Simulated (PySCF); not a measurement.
**Basis and Hamiltonian dependence of the excitation energy of Sn+**

Sn+ [Kr] 4d10 5s2 5p1 (2P) → Sn+ [Kr] 4d10 5s1 5p2 (4P). All values are computed (PySCF 2.14, energy differences of UHF-based or UKS calculations, no spin-orbit coupling). Values in eV.

| basis | Hamiltonian | functions | UHF | PBE | PBE0 | MP2 (valence) | CCSD(T) (valence) | CCSD(T) (valence and next inner shell) |
| --- | --- | --- | --- | --- | --- | --- | --- | --- |
| aug-cc-pVDZ-PP with ECP28MDF | ECP | 32 | 4.250 | 6.239 | 5.850 | 4.829 | 5.117 | n/a |
| aug-cc-pwCVDZ-PP with ECP28MDF | ECP | 48 | 4.235 | 6.245 | 5.851 | 4.862 | 5.139 | 5.648 |
| x2c-TZVPPall | spin-free X2C | 60 | 4.258 | 6.169 | 5.802 | 4.924 | 5.171 | 5.699 |
| aug-cc-pVTZ-PP with one added diffuse shell each of d, f type with ECP28MDF | ECP | 67 | 4.213 | 6.233 | 5.839 | 4.895 | 5.144 | n/a |
| ANO-RCC-VTZP | spin-free X2C | 68 | 4.236 | 6.169 | 5.795 | 4.877 | 5.129 | 5.725 |
| aug-cc-pVQZ-PP with ECP28MDF | ECP | 92 | 4.207 | 6.239 | 5.841 | 4.939 | 5.164 | n/a |
| aug-cc-pVQZ-DK3 | spin-free X2C | 102 | 4.214 | 6.154 | 5.779 | 4.939 | 5.162 | n/a |
| x2c-QZVPPall | spin-free X2C | 112 | 4.211 | 6.161 | 5.783 | 4.934 | 5.158 | n/a |
| dyall-av2z | non-relativistic | 130 | 3.439 | 5.276 | 4.922 | 4.074 | 4.384 | n/a |
| aug-cc-pV5Z-PP with ECP28MDF | ECP | 139 | 4.205 | 6.238 | 5.840 | 4.960 | n/a | n/a |

Frozen in the all-electron rows: valence and next inner shell: [Ar] 3d10; valence: [Kr] 4d10; with a core potential, the same shells as far as they lie outside it.

Non-relativistic rows lack the scalar-relativistic shift.

Reference for a calculation without spin-orbit coupling: 5.753 eV (measured, between term centres; NIST).
